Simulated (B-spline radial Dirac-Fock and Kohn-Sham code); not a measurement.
# Satellites and hypersatellites of the K lines of Ti³⁺

System: the Ti³⁺ ion in the configuration [Ar] 3d1, inside a Watson sphere of charge -3 and radius 2.2 Å (a model of the Madelung potential; inside it an electron's potential energy is raised by 19.6 eV).

Input of the calculation (task.json; shells as n, l, electrons):

```json
{"items": [{
  "Z": 22,
  "q": 3,
  "cfg": [[1, 0, 2], [2, 0, 2], [2, 1, 6], [3, 0, 2], [3, 1, 6], [3, 2, 1]],
  "A": 48,
  "rrms": 3.5921,
  "watson": [-3, 2.2],
  "do": ["binding", "quiet", "double"]
}]}
```

Command: `python xray_run.py task.json out`

Method: Dirac-Fock ΔSCF + Breit + QED. Computed with a B-spline atomic structure program. Each two-hole energy is an average over J within one jj subconfiguration, not an observable level; in light atoms, where LS coupling holds, the j-resolved values are not observed lines, and for a K spectator the Kα1 hypersatellite is nearly forbidden. The model has no electron correlation.

Lines without a spectator: Kα2 (K-L2) 4503.3 eV, Kα1 (K-L3) 4508.9 eV, Kβ3 (K-M2) 4934.1 eV, Kβ1 (K-M3) 4934.7 eV. Shifts in eV with one spectator hole (a dash: not computed, or left out as unreliable):

```
spectator hole     Kα2     Kα1    Kβ3    Kβ1
    L2 (2p1/2)  +19.31  +23.78      –  +58.9
    L3 (2p3/2)  +22.60  +21.49  +57.6      –
    M2 (3p1/2)       –   +1.54  +5.71  +7.01
    M3 (3p3/2)   +1.44       –  +6.80  +6.44
```

Question: Where does the K-L3 hypersatellite lie, emitted when both K electrons are missing?

Answer: +228.3 eV from the normal line, at 4737.2 eV. Removing both K electrons costs 10299.8 eV, which is 311.1 eV more than twice the K binding energy. In light atoms the observed hypersatellite is the ¹S₀ → ¹P₁ component, which lies below this average, and the triplet component is nearly forbidden.

With n spectator holes in 2p, averaged over the 2p shell (energies in eV):

```
n    KαLⁿ   step  hypersatellite KαʰLⁿ
0  4507.1      –                4734.9
1  4529.3  +22.3                4758.5
2  4552.9  +23.6                4783.4
3  4577.8  +24.9                4809.6
4  4604.0  +26.2                4837.1
5  4631.5  +27.5                4866.0
```
